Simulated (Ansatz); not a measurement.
A geometry relaxed with B3LYP-D3(BJ)/def2-TZVP (Ansatz, a quantum-chemistry and plane-wave program), charge 0, multiplicity 1:

```xyz
5

Cl    -1.5597     1.2333    -0.0753
H     -0.1614    -1.0378    -1.1614
Br     1.9306     0.8455    -0.0551
Si    -0.0509    -0.1558     0.0098
H     -0.1586    -0.8851     1.2820
```

### Question
Write the SMILES of this molecule.

### Answer
`Cl[SiH2]Br`
